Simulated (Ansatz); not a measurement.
## Pulling the pair apart

The pair of Br⁻ (SMILES [Br-], atom 1) and C$_{2}$H$_{6}$ (SMILES CC, atoms 2–9), both closed shells, in one local arrangement (a lower one may exist), relaxed at PBE0-D4/def2-TZVPD:

Br1  (0.712, 0.563, -3.336)
C2  (-0.791, -0.160, 0.136)
C3  (0.603, 0.016, 0.710)
H4  (-1.494, 0.563, 0.563)
H5  (-0.761, -0.014, -0.948)
H6  (-1.184, -1.162, 0.340)
H7  (1.297, -0.696, 0.258)
H8  (0.628, -0.121, 1.798)
H9  (0.990, 1.012, 0.480)
(Å)

C$_{2}$H$_{6}$ is shifted rigidly along the line between the mean atom positions of the two fragments (negative: closer). Counterpoise interaction energies in kJ/mol. Program: Ansatz 0.2.0. Basis: def2-TZVPPD. Cores are frozen in the correlated methods. Filled d shells of the heavier atoms are correlated. The def2 sets are not built for correlating such inner shells, so the correlated values are less sure here.

```json
{"shift (Å)": "-0.29", "r2SCAN-D4": "-12.2", "wB97M-V": "-12.2", "HF": "3.8"}
{"shift (Å)": "-0.14", "r2SCAN-D4": "-14.1", "wB97M-V": "-14.1", "HF": "-0.9"}
{"shift (Å)": "0.00", "r2SCAN-D4": "-14.6", "wB97M-V": "-14.6", "HF": "-3.8"}
{"shift (Å)": "0.14", "r2SCAN-D4": "-14.3", "wB97M-V": "-14.3", "HF": "-5.4"}
{"shift (Å)": "0.34", "r2SCAN-D4": "-13.2", "wB97M-V": "-13.2", "HF": "-6.4"}
{"shift (Å)": "0.72", "r2SCAN-D4": "-10.5", "wB97M-V": "-10.4", "HF": "-6.3"}
{"shift (Å)": "1.43", "r2SCAN-D4": "-6.2", "wB97M-V": "-6.1", "HF": "-4.4"}
{"shift (Å)": "2.86", "r2SCAN-D4": "-2.4", "wB97M-V": "-2.3", "HF": "-1.9"}
```

Question: What does CCSD(T) give at these shifts? (An estimate is asked for; the value comes from the calculation.)

Answer: By the calculation: -10.0, -12.2, -13.1, -13.1, -12.3, -9.9, -5.9, -2.2 kJ/mol. For zero shift, CCSD(T) at an estimated basis limit (MP2 extrapolated from triple and quadruple zeta, plus CCSD(T) − MP2 in triple zeta) gives -14.9 kJ/mol. These are counterpoise interaction energies, counted from the two frozen fragments.

The T1 diagnostic stays at or below 0.007.

For scale, one of the runs: CCSD(T)/def2-TZVPPD, 233 basis functions, launched by `ansatz run in.yaml --threads 4 --pin off --events-out ev --progress --plain --max-ram 9574MiB`. The run took 44 s on 4 CPU threads of an Intel Xeon 6975P-C (shared host), with 4.6 GiB of host memory at its peak.
